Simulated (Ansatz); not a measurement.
Born–Oppenheimer molecular dynamics of a periodic cell of 30 atoms, H4C10F (surface C(100)-2x1, underside capped with H, adsorbate F2). It starts from a partly relaxed structure (largest force component 0.06 eV/Å).

Theory: DFT LDA, scalar-relativistic, plane waves, PAW (Ansatz). Settings: accuracy low, PAW set soft_1, cutoff 420 eV, k mesh 2x2x1, fermi-dirac smearing 0.05 eV, no spin polarisation.

| Property | Result |
| --- | --- |
| ensemble | NVT, Langevin thermostat |
| time step | 0.75 fs |
| steps asked | 190 |
| set temperature | 300 K |
| friction | 0.5 /fs |
| atoms held | 1 to 16 |
| seed | 331224 |

Frames 7.5 fs apart, positions in Å, forces in eV/Å.

Velocities at 90.0 fs (Å/ps):

```
H 0.00 0.00 0.00
H 0.00 0.00 0.00
H 0.00 0.00 0.00
H 0.00 0.00 0.00
H 0.00 0.00 0.00
H 0.00 0.00 0.00
H 0.00 0.00 0.00
H 0.00 0.00 0.00
C 0.00 0.00 0.00
C 0.00 0.00 0.00
C 0.00 0.00 0.00
C 0.00 0.00 0.00
C 0.00 0.00 0.00
C 0.00 0.00 0.00
C 0.00 0.00 0.00
C 0.00 0.00 0.00
C -2.65 0.69 -5.58
C -1.45 2.28 -2.89
C -1.77 3.19 0.95
C -1.40 6.89 9.95
C -0.16 4.90 -0.33
C 1.88 -2.79 1.15
C -2.88 -3.53 -1.23
C -4.26 9.10 7.51
C -3.91 1.09 0.90
C -5.20 1.75 -0.94
C -2.28 -5.74 -1.51
C 7.01 -3.94 -1.42
F -0.49 -8.96 1.05
F -5.39 0.38 6.13
```

```xyz
30
Lattice="5.0487 0.0000 0.0000 0.0000 5.0487 0.0000 0.0000 0.0000 17.1647" Properties=species:S:1:pos:R:3:forces:R:3 time_fs=90.0 energy_less_start_eV=0.695 T=283
H 2.160 0.000 1.000 -9.07 -0.05 0.08
H 0.365 0.000 1.000 9.01 0.00 0.11
H 4.684 0.000 1.000 -9.02 0.03 0.10
H 2.889 0.000 1.000 9.10 -0.10 0.06
H 2.160 2.524 1.000 -9.06 0.02 0.10
H 0.365 2.524 1.000 9.04 0.04 0.10
H 4.684 2.524 1.000 -9.07 0.05 0.09
H 2.889 2.524 1.000 9.09 0.03 0.08
C 1.262 0.000 1.635 0.32 -0.27 1.47
C 3.787 0.000 1.635 -0.26 -0.14 1.53
C 1.262 2.524 1.635 0.07 0.20 1.39
C 3.787 2.524 1.635 -0.03 0.10 1.38
C 1.262 1.262 2.527 0.49 0.18 -3.85
C 3.787 1.262 2.527 -0.14 0.38 -3.41
C 1.262 3.787 2.527 -0.36 -0.19 0.47
C 3.787 3.787 2.527 -0.36 -0.21 0.43
C 0.025 1.234 3.302 -1.94 0.74 0.08
C 2.502 1.287 3.372 1.30 -0.85 -0.69
C -0.037 3.761 3.505 1.34 1.02 -1.11
C 2.517 3.804 3.474 0.54 0.43 0.77
C 0.015 0.109 4.254 0.22 -1.54 2.30
C 2.544 0.125 4.315 0.33 -1.34 -0.20
C 0.036 2.427 4.285 -2.25 0.77 0.29
C 2.550 2.502 4.401 -1.32 0.79 -0.42
C 1.299 0.520 5.048 -1.06 -1.02 1.54
C 3.827 0.518 5.174 -1.56 -0.73 -2.24
C 1.250 2.050 4.975 1.15 0.28 0.06
C 3.753 2.000 5.030 2.83 1.97 -0.48
F 1.247 0.051 6.346 -0.14 -0.07 -0.47
F 3.705 0.058 6.416 0.80 -0.53 0.46
30
Lattice="5.0487 0.0000 0.0000 0.0000 5.0487 0.0000 0.0000 0.0000 17.1647" Properties=species:S:1:pos:R:3:forces:R:3 time_fs=97.5 energy_less_start_eV=0.532 T=247
H 2.160 0.000 1.000 -9.06 -0.04 0.09
H 0.365 0.000 1.000 9.01 -0.02 0.08
H 4.684 0.000 1.000 -8.99 0.02 0.10
H 2.889 0.000 1.000 9.09 -0.07 0.06
H 2.160 2.524 1.000 -9.05 0.03 0.07
H 0.365 2.524 1.000 9.05 0.05 0.10
H 4.684 2.524 1.000 -9.04 0.06 0.10
H 2.889 2.524 1.000 9.08 0.02 0.07
C 1.262 0.000 1.635 0.19 -0.21 1.55
C 3.787 0.000 1.635 -0.22 -0.20 1.54
C 1.262 2.524 1.635 0.24 0.19 1.47
C 3.787 2.524 1.635 -0.21 0.18 1.44
C 1.262 1.262 2.527 -0.68 0.26 -3.62
C 3.787 1.262 2.527 -1.13 0.31 -3.76
C 1.262 3.787 2.527 -0.30 -0.01 0.75
C 3.787 3.787 2.527 -0.25 0.07 0.68
C -0.031 1.266 3.306 0.80 -0.83 0.56
C 2.493 1.278 3.363 0.98 -0.68 -0.38
C -0.021 3.765 3.489 0.49 0.84 -0.23
C 2.512 3.830 3.517 0.41 -1.03 -0.64
C 0.001 0.118 4.299 0.31 -1.77 0.17
C 2.522 0.103 4.306 0.80 -0.27 0.28
C -0.009 2.416 4.295 -0.42 1.29 0.19
C 2.529 2.490 4.394 -0.55 0.43 0.08
C 1.287 0.510 5.090 -0.77 -0.74 -0.91
C 3.828 0.510 5.146 -1.96 -1.02 -1.01
C 1.248 2.000 4.969 0.48 1.81 0.03
C 3.770 1.982 5.027 1.09 2.55 -0.53
F 1.242 0.048 6.326 -0.19 -0.71 1.48
F 3.683 0.061 6.410 0.81 -0.49 0.21
30
Lattice="5.0487 0.0000 0.0000 0.0000 5.0487 0.0000 0.0000 0.0000 17.1647" Properties=species:S:1:pos:R:3:forces:R:3 time_fs=105.0 energy_less_start_eV=0.713 T=289
H 2.160 0.000 1.000 -9.03 -0.04 0.09
H 0.365 0.000 1.000 9.00 -0.01 0.07
H 4.684 0.000 1.000 -9.00 0.02 0.09
H 2.889 0.000 1.000 9.07 -0.04 0.05
H 2.160 2.524 1.000 -9.01 0.05 0.05
H 0.365 2.524 1.000 9.02 0.06 0.09
H 4.684 2.524 1.000 -9.03 0.08 0.06
H 2.889 2.524 1.000 9.06 0.01 0.05
C 1.262 0.000 1.635 0.12 -0.09 1.75
C 3.787 0.000 1.635 -0.17 -0.17 1.71
C 1.262 2.524 1.635 0.23 0.09 1.45
C 3.787 2.524 1.635 -0.15 0.16 1.38
C 1.262 1.262 2.527 -1.35 0.60 -3.38
C 3.787 1.262 2.527 -1.89 0.72 -3.90
C 1.262 3.787 2.527 0.25 -0.03 0.64
C 3.787 3.787 2.527 0.12 0.02 0.47
C -0.073 1.292 3.334 2.35 -0.67 -0.63
C 2.480 1.315 3.369 1.39 -2.10 -0.92
C 0.021 3.771 3.474 -1.30 1.71 -0.11
C 2.522 3.819 3.516 0.76 -0.53 -0.55
C -0.005 0.145 4.272 0.11 -2.32 1.03
C 2.550 0.102 4.324 -0.74 0.16 -0.91
C -0.025 2.483 4.308 1.20 -0.53 0.33
C 2.549 2.475 4.373 -0.60 1.28 -0.13
C 1.276 0.507 5.044 -0.48 -0.37 0.51
C 3.783 0.540 5.139 0.16 -1.83 -0.45
C 1.264 2.009 4.938 -0.17 1.59 0.45
C 3.799 1.999 5.025 -0.30 2.98 -0.14
F 1.236 0.051 6.308 -0.38 -0.48 0.81
F 3.666 0.080 6.410 0.74 -0.32 0.05
30
Lattice="5.0487 0.0000 0.0000 0.0000 5.0487 0.0000 0.0000 0.0000 17.1647" Properties=species:S:1:pos:R:3:forces:R:3 time_fs=112.5 energy_less_start_eV=0.575 T=472
H 2.160 0.000 1.000 -9.04 -0.01 0.08
H 0.365 0.000 1.000 9.03 -0.04 0.07
H 4.684 0.000 1.000 -9.02 -0.02 0.08
H 2.889 0.000 1.000 9.06 -0.01 0.06
H 2.160 2.524 1.000 -9.04 0.05 0.07
H 0.365 2.524 1.000 9.04 0.03 0.11
H 4.684 2.524 1.000 -9.05 0.07 0.08
H 2.889 2.524 1.000 9.07 0.02 0.08
C 1.262 0.000 1.635 0.06 -0.18 1.46
C 3.787 0.000 1.635 -0.07 -0.17 1.49
C 1.262 2.524 1.635 0.18 0.13 1.59
C 3.787 2.524 1.635 -0.05 0.13 1.50
C 1.262 1.262 2.527 -1.53 0.00 -3.66
C 3.787 1.262 2.527 -1.24 0.22 -3.71
C 1.262 3.787 2.527 0.62 0.41 0.36
C 3.787 3.787 2.527 0.35 0.35 0.29
C -0.055 1.274 3.360 1.44 0.19 -1.53
C 2.478 1.262 3.331 2.16 -0.12 -0.05
C 0.023 3.808 3.458 -0.73 0.23 -0.04
C 2.557 3.812 3.524 -0.44 -0.32 -1.23
C 0.007 0.109 4.278 -0.59 -0.64 0.72
C 2.564 0.109 4.330 -1.72 -1.06 -1.72
C 0.009 2.516 4.280 0.41 -1.45 1.87
C 2.555 2.483 4.323 -0.13 0.66 0.41
C 1.281 0.508 5.015 -0.31 -0.39 2.62
C 3.747 0.503 5.107 2.20 0.29 1.53
C 1.308 2.035 4.942 -1.80 1.06 -0.27
C 3.774 2.059 5.036 1.12 0.64 -0.90
F 1.254 0.048 6.325 -0.25 -0.01 -0.47
F 3.709 0.053 6.412 0.29 -0.06 -0.92
30
Lattice="5.0487 0.0000 0.0000 0.0000 5.0487 0.0000 0.0000 0.0000 17.1647" Properties=species:S:1:pos:R:3:forces:R:3 time_fs=120.0 energy_less_start_eV=0.535 T=385
H 2.160 0.000 1.000 -9.06 0.00 0.08
H 0.365 0.000 1.000 9.04 -0.03 0.04
H 4.684 0.000 1.000 -9.02 -0.01 0.06
H 2.889 0.000 1.000 9.03 0.00 0.08
H 2.160 2.524 1.000 -9.06 0.07 0.08
H 0.365 2.524 1.000 9.05 0.03 0.13
H 4.684 2.524 1.000 -9.07 0.08 0.12
H 2.889 2.524 1.000 9.08 0.02 0.08
C 1.262 0.000 1.635 -0.07 -0.21 1.29
C 3.787 0.000 1.635 0.08 -0.16 1.34
C 1.262 2.524 1.635 0.29 0.14 1.62
C 3.787 2.524 1.635 -0.25 0.12 1.49
C 1.262 1.262 2.527 -1.23 -0.03 -3.66
C 3.787 1.262 2.527 -1.04 0.28 -3.70
C 1.262 3.787 2.527 1.16 0.78 0.09
C 3.787 3.787 2.527 1.07 0.51 0.05
C -0.043 1.278 3.346 1.40 -0.19 -0.61
C 2.487 1.233 3.330 1.65 1.16 -0.54
C 0.043 3.818 3.444 -1.15 -0.39 1.03
C 2.608 3.851 3.513 -2.01 -1.99 -0.67
C -0.011 0.103 4.277 0.64 0.41 0.64
C 2.568 0.118 4.312 -1.24 -0.52 -0.54
C 0.035 2.509 4.326 -0.25 -0.13 0.08
C 2.560 2.477 4.322 0.34 1.54 -0.14
C 1.284 0.513 5.050 -0.42 -0.74 1.19
C 3.768 0.572 5.095 1.24 -1.60 0.73
C 1.313 2.047 4.929 -1.41 0.55 0.40
C 3.788 2.090 5.037 1.03 0.37 -0.73
F 1.251 0.041 6.338 -0.15 0.09 -0.36
F 3.708 0.062 6.349 0.35 -0.15 0.33
30
Lattice="5.0487 0.0000 0.0000 0.0000 5.0487 0.0000 0.0000 0.0000 17.1647" Properties=species:S:1:pos:R:3:forces:R:3 time_fs=127.5 energy_less_start_eV=0.472 T=335
H 2.160 0.000 1.000 -9.06 0.02 0.10
H 0.365 0.000 1.000 9.05 -0.03 0.04
H 4.684 0.000 1.000 -9.03 0.00 0.07
H 2.889 0.000 1.000 9.03 0.00 0.09
H 2.160 2.524 1.000 -9.07 0.08 0.08
H 0.365 2.524 1.000 9.06 0.02 0.13
H 4.684 2.524 1.000 -9.08 0.05 0.12
H 2.889 2.524 1.000 9.06 0.05 0.08
C 1.262 0.000 1.635 -0.18 -0.11 1.43
C 3.787 0.000 1.635 0.14 -0.14 1.47
C 1.262 2.524 1.635 0.27 0.06 1.56
C 3.787 2.524 1.635 -0.20 0.10 1.44
C 1.262 1.262 2.527 -0.34 0.31 -2.81
C 3.787 1.262 2.527 -0.54 0.58 -3.00
C 1.262 3.787 2.527 1.08 0.64 -0.04
C 3.787 3.787 2.527 1.01 0.31 -0.04
C -0.032 1.308 3.356 1.17 -1.13 -0.79
C 2.520 1.237 3.369 0.14 1.35 -1.68
C 0.048 3.817 3.458 -1.22 0.11 0.84
C 2.586 3.833 3.473 -1.59 -1.24 0.68
C 0.010 0.106 4.291 0.47 0.79 0.33
C 2.571 0.106 4.309 -0.55 0.22 0.04
C 0.036 2.534 4.349 -0.84 -0.09 -0.38
C 2.531 2.488 4.344 0.96 0.90 -0.10
C 1.277 0.530 5.067 0.08 -0.91 0.79
C 3.825 0.574 5.102 -0.66 -1.44 0.66
C 1.264 2.075 4.974 0.91 0.14 -0.19
C 3.823 2.122 5.077 -0.62 -0.17 -1.46
F 1.239 0.061 6.342 -0.14 -0.13 0.09
F 3.693 0.097 6.361 0.68 -0.34 0.45
30
Lattice="5.0487 0.0000 0.0000 0.0000 5.0487 0.0000 0.0000 0.0000 17.1647" Properties=species:S:1:pos:R:3:forces:R:3 time_fs=135.0 energy_less_start_eV=0.510 T=264
H 2.160 0.000 1.000 -9.03 0.04 0.06
H 0.365 0.000 1.000 9.01 -0.05 0.05
H 4.684 0.000 1.000 -8.99 0.02 0.08
H 2.889 0.000 1.000 9.03 -0.01 0.04
H 2.160 2.524 1.000 -9.01 0.10 0.07
H 0.365 2.524 1.000 9.02 0.02 0.08
H 4.684 2.524 1.000 -9.04 0.03 0.05
H 2.889 2.524 1.000 9.04 0.08 0.07
C 1.262 0.000 1.635 0.15 -0.13 1.50
C 3.787 0.000 1.635 -0.13 -0.21 1.54
C 1.262 2.524 1.635 0.08 0.10 1.59
C 3.787 2.524 1.635 0.05 0.18 1.46
C 1.262 1.262 2.527 -0.60 0.47 -3.27
C 3.787 1.262 2.527 -1.25 0.71 -3.72
C 1.262 3.787 2.527 0.37 0.69 0.30
C 3.787 3.787 2.527 0.38 0.44 0.24
C -0.051 1.308 3.320 2.07 -0.52 0.65
C 2.505 1.267 3.367 0.64 0.04 -0.73
C 0.030 3.860 3.492 -0.78 -1.39 -0.53
C 2.535 3.800 3.475 0.50 0.10 0.30
C 0.016 0.143 4.285 0.60 -0.41 0.66
C 2.579 0.093 4.298 -0.82 0.65 0.31
C 0.050 2.519 4.308 -0.56 0.19 0.84
C 2.566 2.498 4.353 -0.08 0.36 0.52
C 1.295 0.515 5.064 0.00 0.20 0.65
C 3.847 0.557 5.111 -1.48 -0.88 0.88
C 1.286 2.089 5.028 0.56 -0.13 -1.62
C 3.846 2.110 5.078 -0.51 0.04 -1.93
F 1.234 0.068 6.331 -0.22 -0.55 0.40
F 3.667 0.098 6.399 1.01 -0.16 -0.55
```

Of the whole run (142 fs, mean temperature of the second half 332 K): The mean temperature of the second half is 11 % above the set value. A run of 0.14 ps of so small a system gives no equilibrium averages. The friction is so strong that the motion is overdamped, so the time scale means little. Limits of this set-up: coarse k mesh, thin slab, slab without dipole correction, no dispersion correction for a molecule that may bind weakly, PAW files made for another functional, low accuracy level.

The run took 11 min on 1 thread of Intel(R) Xeon(R) 6975P-C (Granite Rapids), with other jobs on the host, peak memory 0.69 GiB.
